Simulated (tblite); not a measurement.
Compound: C3H7BrSeSi.
SMILES with atom numbers: `[CH2:1]=[CH:2][CH2:3][Se:4][SiH2:5][Br:6]` (hydrogens: H7, H8 on C1; H9 on C2; H10, H11 on C3; H12, H13 on Si5)

Computed with GFN2-xTB (tblite), gas phase: L-BFGS steps from a force-field or distance-geometry start until the largest atomic force falls under 0.01 eV/Å.

Step 2: E = -517.3224 eV
```
atom  x, y, z in Å  |  force x, y, z in eV/Å
C1     -2.5279    0.0997    0.8798    0.333   0.099  -0.072
C2     -1.7487    0.4478   -0.1318   -0.518   0.225  -0.122
C3     -0.2716    0.4543   -0.0486   -0.043   0.046   0.107
Se4     0.4048   -1.4162    0.0988    0.229   0.009   0.003
Si5     2.5701   -0.7457    0.2251    0.011  -0.056  -0.069
Br6     2.9191    0.3328    2.1536    0.018  -0.095  -0.326
H7     -3.5918    0.1338    0.7898   -0.244  -0.073   0.099
H8     -2.0980   -0.2151    1.8197   -0.129  -0.008  -0.028
H9     -2.1992    0.7716   -1.0715    0.206  -0.153   0.184
H10     0.1796    0.8804   -0.9384    0.094   0.079  -0.151
H11     0.0655    0.9999    0.8394    0.028  -0.126  -0.020
H12     2.8584    0.1626   -0.8861   -0.009   0.086   0.234
H13     3.4355   -1.9056    0.1662    0.024  -0.034   0.160
```

Step 3: E = -517.3344 eV
```
atom  x, y, z in Å  |  force x, y, z in eV/Å
C1     -2.5253    0.1015    0.8803   -0.068   0.086  -0.056
C2     -1.7555    0.4522   -0.1323   -0.101   0.173  -0.037
C3     -0.2779    0.4617   -0.0491    0.043  -0.139  -0.006
Se4     0.4125   -1.4180    0.0993    0.087   0.078  -0.021
Si5     2.5713   -0.7481    0.2229   -0.003  -0.038  -0.054
Br6     2.9193    0.3300    2.1446    0.033  -0.053  -0.244
H7     -3.5929    0.1318    0.7932   -0.157  -0.072   0.096
H8     -2.1022   -0.2145    1.8162   -0.018  -0.046   0.122
H9     -2.1941    0.7682   -1.0681    0.027  -0.051  -0.069
H10     0.1818    0.8808   -0.9397    0.040   0.077  -0.109
H11     0.0660    0.9954    0.8377    0.036  -0.041   0.073
H12     2.8579    0.1643   -0.8793    0.012   0.122   0.161
H13     3.4349   -1.9049    0.1704    0.070  -0.095   0.144
```

Step 4: E = -517.3410 eV
```
atom  x, y, z in Å  |  force x, y, z in eV/Å
C1     -2.5268    0.1040    0.8798   -0.119   0.054   0.011
C2     -1.7594    0.4576   -0.1328    0.060   0.080   0.065
C3     -0.2812    0.4637   -0.0502    0.116  -0.135  -0.045
Se4     0.4183   -1.4178    0.0993   -0.021   0.079  -0.040
Si5     2.5719   -0.7503    0.2208    0.019  -0.059  -0.055
Br6     2.9201    0.3275    2.1353    0.046  -0.009  -0.156
H7     -3.5955    0.1293    0.7969   -0.139  -0.059   0.078
H8     -2.1048   -0.2150    1.8164   -0.009  -0.023   0.087
H9     -2.1912    0.7657   -1.0683   -0.067   0.012  -0.200
H10     0.1836    0.8823   -0.9420   -0.014   0.050  -0.035
H11     0.0669    0.9922    0.8381    0.022  -0.027   0.064
H12     2.8578    0.1675   -0.8727    0.029   0.146   0.098
H13     3.4358   -1.9062    0.1754    0.077  -0.108   0.127
```

**Question.** Estimate the geometry and energy of step 5. (The exact step hangs on the optimiser's Hessian estimate; all steps are aligned on step 4, rigid shifts and turns removed.)

**Answer.** E = -517.3486 eV, largest force 0.230 eV/Å
```
atom  x, y, z in Å  |  force x, y, z in eV/Å
C1     -2.5303    0.1080    0.8803   -0.144   0.025   0.041
C2     -1.7632    0.4657   -0.1319    0.142  -0.036   0.091
C3     -0.2826    0.4640   -0.0524    0.130  -0.064  -0.036
Se4     0.4249   -1.4160    0.0982   -0.143   0.042  -0.066
Si5     2.5734   -0.7545    0.2168    0.060  -0.095  -0.070
Br6     2.9221    0.3244    2.1204    0.066   0.054  -0.025
H7     -3.6019    0.1250    0.8032   -0.055  -0.033   0.050
H8     -2.1086   -0.2158    1.8177   -0.011   0.015   0.029
H9     -2.1889    0.7628   -1.0727   -0.105   0.046  -0.199
H10     0.1853    0.8850   -0.9453   -0.067   0.015   0.048
H11     0.0685    0.9873    0.8397    0.007  -0.024   0.018
H12     2.8584    0.1747   -0.8623    0.050   0.159   0.021
H13     3.4385   -1.9100    0.1843    0.070  -0.105   0.100
```

The energy changes by -0.0076 eV. The first-order estimate −F·Δx gives -0.0108 eV and the mean of the old and new forces, exact on a quadratic surface, -0.0075 eV. The step makes an angle of 45° with the force vector and moves no atom by more than 0.015 Å.

The cost below is that of the whole relaxation. The run took 1.2 s wall on one thread of an Arm Neoverse N1, shared host with 64 logical CPUs at a one-minute load of 57.
